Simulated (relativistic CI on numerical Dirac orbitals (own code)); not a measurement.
Er3+ (4f11) in a crystal field

Calculated by Dirac-Coulomb-Breit CI, orbitals from a KLI potential per configuration, model QED, valence Slater integrals scaled by 0.7, one configuration in a parametric crystal field (own radial code).

Field parameters in Wybourne normalisation; cubic f-shell fields have B⁴₄ = √(5/14) B⁴₀ and B⁶₄ = −√(7/2) B⁶₀. The field is a parameter set, without covalency.

S and J are read from ⟨S²⟩ = S(S + 1) and ⟨J²⟩ = J(J + 1) of each level; they are not fictitious spins.

D3d, B20 = -1120, B40 = -1990, B43 = 270, B60 = 770, B63 = 540, B66 = 100 cm⁻¹, the lowest 16 levels:

```tsv
E (cm⁻¹)	Degeneracy	Irrep	S	J
0.0	2	Γ5+Γ6	1.47	7.50
74.5	2	Γ4	1.47	7.50
147	2	Γ4	1.47	7.50
247	2	Γ5+Γ6	1.47	7.50
337	2	Γ4	1.47	7.50
408	2	Γ4	1.47	7.50
535	2	Γ5+Γ6	1.47	7.50
535	2	Γ4	1.47	7.50
6526	2	Γ4	1.49	6.50
6686	2	Γ4	1.49	6.50
6716	2	Γ4	1.49	6.50
6764	2	Γ5+Γ6	1.49	6.49
6830	2	Γ5+Γ6	1.49	6.49
6857	2	Γ4	1.49	6.50
6909	2	Γ4	1.49	6.50
9658	2	Γ4	1.31	5.50
```

Principal g values of the ground doublet: 0.00, 0.00, 17.39.

Oh, B40 = 2520, B60 = 400 cm⁻¹, the lowest 16 levels:

```
E (cm⁻¹)  Degeneracy  Irrep     S     J
     0.0           2     Γ7  1.47  7.50
    13.6           4     Γ8  1.47  7.50
     115           4     Γ8  1.47  7.50
     457           2     Γ6  1.47  7.50
     552           4     Γ8  1.47  7.50
    6538           2     Γ6  1.49  6.50
    6567           4     Γ8  1.49  6.49
    6580           2     Γ7  1.49  6.49
    6859           4     Γ8  1.49  6.50
    6896           2     Γ7  1.49  6.50
    9635           2     Γ6  1.30  5.50
    9644           4     Γ8  1.30  5.49
    9751           4     Γ8  1.29  5.50
    9767           2     Γ7  1.29  5.50
   10951           4     Γ8  1.10  4.51
   11077           2     Γ6  1.09  4.50
```

Principal g values of the ground doublet: 6.80, 6.80, 6.80.

Oh, B40 = -2570, B60 = 890 cm⁻¹, the lowest 10 levels:

| E (cm⁻¹) | Degeneracy | Irrep | S | J |
| --- | --- | --- | --- | --- |
| 0.0 | 2 | Γ7 | 1.47 | 7.50 |
| 122 | 4 | Γ8 | 1.47 | 7.49 |
| 136 | 2 | Γ6 | 1.47 | 7.50 |
| 764 | 4 | Γ8 | 1.47 | 7.49 |
| 866 | 4 | Γ8 | 1.47 | 7.50 |
| 6677 | 4 | Γ8 | 1.49 | 6.48 |
| 6688 | 2 | Γ7 | 1.49 | 6.48 |
| 7091 | 2 | Γ7 | 1.49 | 6.50 |
| 7104 | 4 | Γ8 | 1.49 | 6.50 |
| 7108 | 2 | Γ6 | 1.49 | 6.48 |

Principal g values of the ground doublet: 6.82, 6.82, 6.82.

The next free-ion level lies 6473 cm⁻¹ above the lowest; the field splits the ground level into components whose J stays near 15/2 as long as their spread is small against that gap.

Levels of this model without a field, named by their leading LS term (the scale mimics covalency, so terms lie below those of the real free ion): ⁴I°15/2 0, ⁴I°13/2 6473, ⁴I°11/2 9471, ⁴I°9/2 10874, ⁴F°9/2 14296, ⁴S°3/2 16860, ²H°11/2 17213, ⁴F°7/2 19331 cm⁻¹.
